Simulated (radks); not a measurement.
The numbers below are computed, except where a source is named.
All-electron atom: Sb2+ in [Kr] 4d7 5s2 5p4 (not the ground configuration).

Level of theory: non-relativistic Kohn-Sham, PBE, spin-polarised, spherical densities, point nucleus; open shells are filled with parallel spins first (spin-orbit coupling, left out, can overturn this in heavy ions); relativity is left out, which matters for an element this heavy (a radial shooting solver on a logarithmic mesh with Libxc functionals).

Energy parts (eV):
total: -171707.236
kinetic: 171643.849
electron-nucleus: -406044.525
Hartree: 67153.003
exchange-correlation: -4459.563

Orbitals (lengths in bohr, moments of r in powers of bohr; r(90%) holds 90 % of the orbital's charge):
orbital,occ.,eigenvalue (eV),r(90%)
1s up,1,-29217.35,0.0530
1s down,1,-29217.25,0.0530
2s up,1,-4383.515,0.198
2s down,1,-4382.431,0.198
2p up,3,-4109.987,0.178
2p down,3,-4109.137,0.178
3s up,1,-894.0219,0.504
3s down,1,-893.4671,0.504
3p up,3,-780.6456,0.501
3p down,3,-780.0056,0.501
3d up,5,-570.5454,0.480
3d down,5,-569.5923,0.479
4s up,1,-180.8340,1.16
4s down,1,-177.3337,1.16
4p up,3,-141.6807,1.23
4p down,3,-138.2036,1.23
4d up,5,-75.1634,1.44
4d down,2,-71.7955,1.44
5s up,1,-36.1128,2.79
5s down,1,-33.9098,2.83
5p up,3,-26.2122,3.18
5p down,1,-24.2272,3.27

The highest occupied level is 5p down at -24.227 eV. The electron density at the nucleus is 9.35e+04 e/bohr^3. Summed over all electrons, <r^2> = 46.68 bohr^2, which gives a Langevin (diamagnetic) susceptibility term of -37 x 10^-6 cm^3/mol.
